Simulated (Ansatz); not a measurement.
Geometry optimisation, RKS PBE/def2-SVP (Ansatz 0.2.0).

The input (input.yaml):

```yaml
crystal:
  periodic: [false, false, false]
  atoms:
    - { symbol: W, position_ang: [-0.017955, 0.033464, -0.085954] }
    - { symbol: O, position_ang: [-0.267545, -0.168665, 1.814582] }
    - { symbol: H, position_ang: [-1.127172, -0.48737, 2.164668] }
    - { symbol: O, position_ang: [1.863129, -0.052225, 0.220317] }
    - { symbol: H, position_ang: [2.290236, -0.921584, 0.346035] }
    - { symbol: Cl, position_ang: [0.377239, 2.328824, -0.368677] }
    - { symbol: Cl, position_ang: [-2.149367, -0.928482, -0.135791] }
    - { symbol: H, position_ang: [0.393631, -1.605355, -0.318453] }
    - { symbol: Cl, position_ang: [-0.121959, -0.158684, -2.404478] }
    - { symbol: Br, position_ang: [-2.371565, 2.211101, 1.925084] }
    - { symbol: H, position_ang: [-0.981671, 1.848476, 2.381766] }
basis:
  gaussian: { orbitals: def2-SVP }
hamiltonian:
  xc: pbe
relax:
  f_tol: 0.03
  max_steps: 50
```

Launched with:

```bash
$ ansatz run input.yaml --threads 4 --pin off --max-ram 5120MiB --backend cpu --events-out ev --progress --plain --runs-dir out
```

Task: Where does it end, and by what steps?

Result: It converged. After 35 steps the energy has fallen by 0.473 eV; Br10 moved furthest, 1.18 Å.

| step | energy less start (eV) | largest force component (eV/Å) | accepted |
| --- | --- | --- | --- |
| 0 | 0.0000 | 1.293 | yes |
| 2 | -0.1887 | 0.172 | yes |
| 4 | -0.2262 | 0.257 | yes |
| 6 | -0.2427 | 0.394 | yes |
| 8 | -0.2631 | 0.369 | yes |
| 10 | -0.2871 | 0.451 | yes |
| 12 | -0.3042 | 0.207 | yes |
| 14 | -0.3323 | 0.277 | yes |
| 16 | -0.3587 | 0.434 | yes |
| 18 | -0.3975 | 0.418 | yes |
| 20 | -0.3799 | 1.467 | no |
| 22 | -0.4276 | 0.173 | yes |
| 24 | -0.4387 | 0.155 | yes |
| 26 | -0.4443 | 0.150 | yes |
| 28 | -0.4593 | 0.095 | yes |
| 30 | -0.4592 | 0.494 | no |
| 32 | -0.4709 | 0.150 | yes |
| 34 | -0.4722 | 0.056 | yes |
| 35 | -0.4728 | 0.020 | yes |

```xyz
11
Properties=species:S:1:pos:R:3
W 0.062 -0.278 -0.045
O -0.384 -0.173 1.733
H -0.902 0.397 2.391
O 1.863 -0.570 0.410
H 2.533 -1.099 -0.064
Cl -0.705 2.098 -0.189
Cl -2.060 -0.993 -0.679
H 0.226 -1.935 -0.426
Cl 0.746 0.137 -2.234
Br -1.967 2.146 3.030
H -1.527 2.370 1.609
```

Whether the end is a true minimum wasn't checked by a vibrational analysis.

The run took 56 s on 4 threads of Intel(R) Xeon(R) 6975P-C (Granite Rapids) (shared host), peak memory 0.31 GiB.
